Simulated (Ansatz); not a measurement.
```yaml
crystal:
  periodic: [false, false, false]
  atoms:
    - {symbol: Mo, position_ang: [0.255882, -0.368974, -1.152287]}
    - {symbol: Mo, position_ang: [-1.187664, -0.252123, 0.235109]}
    - {symbol: Si, position_ang: [0.931782, 0.621106, 0.917178]}
basis:
  gaussian: {orbitals: def2-TZVP}
hamiltonian: {xc: {name: wB97X}, pseudopotentials: {relativity: none}}
scf: {omitted_lower_state_checks: [starts]}
```

```sh
$ ansatz run in.yaml --threads 4 --pin off --events-out ev --progress --plain --max-ram 3916MiB
```

Shortened log:

```
Functional definition: wB97X
  name "wB97X"
  cite "Chai & Head-Gordon, J. Chem. Phys. 128, 084106 (2008) doi:10.1063/1.2834918"
  cite "Becke, J. Chem. Phys. 107, 8554 (1997) doi:10.1063/1.475007"
  parameter omega = 0.3/bohr
  parameter cx = 0.157706
  parameter cx1 = 0.726479
  parameter cx2 = 1.04760
  parameter cx3 = -5.70635
  parameter cx4 = 13.2794
  parameter css1 = -4.33879
  parameter css2 = 18.2308
  parameter css3 = -31.7430
  parameter css4 = 17.2901
  parameter cos1 = 2.37031
  parameter cos2 = -11.3995
  parameter cos3 = 6.58405
  parameter cos4 = -3.78132
  # The coefficients of nought are those of the uniform gas.
  exchange = spin_sum(e_x_unif_sr(omega)*poly(b97_u_x, 1 - cx, cx1, cx2, cx3, cx4)) + cx*exact_x_sr(omega)
      + exact_x_lr(omega)
  correlation = spin_sum(e_c_pw_same_spin*poly(b97_u_same, 1, css1, css2, css3, css4))
      + integral(e_c_pw_opposite_spin*poly(b97_u_opposite, 1, cos1, cos2, cos3, cos4))
these checks for a lower state are left out or cut short: starts
932 factors; their error is unknown
212 factors; integrals over basis functions are off by at most 4.2e-5 eV
mean field evaluation 1: about -11578.4214 eV, gradient 5.3e1 eV
mean field evaluation 2: about -11573.0569 eV, gradient 7.3e1 eV
mean field evaluation 4: about -11584.1885 eV, gradient 4.1e0 eV
mean field evaluation 8: about -11584.2626 eV, gradient 3.9e-1 eV
mean field evaluation 16: about -11584.3647 eV, gradient 3.5e-3 eV
mean field -11584.36470000 eV, -425.7175505606 hartree, gradient 7.3e-5 eV, S^2 0.000000; 0 other end points of the search recorded, 0 dependent functions left out
reference -11584.36467173 eV, -425.7175495216 hartree; 21, 21 occupied and 96, 96 virtual orbitals, 932 factors
Total energy: -11584.36467173 eV, -425.7175495216 hartree
Checks for a lower state left out: starts
```

It took 12 s on 4 threads of Arm Neoverse V1 on a shared host.

In the def2 sets Mo takes a core potential; there is no spin–orbit coupling. The restricted singlet is unstable towards broken spin symmetry at other levels; at RKS ωB97X/def2-TZVP this wasn't settled.
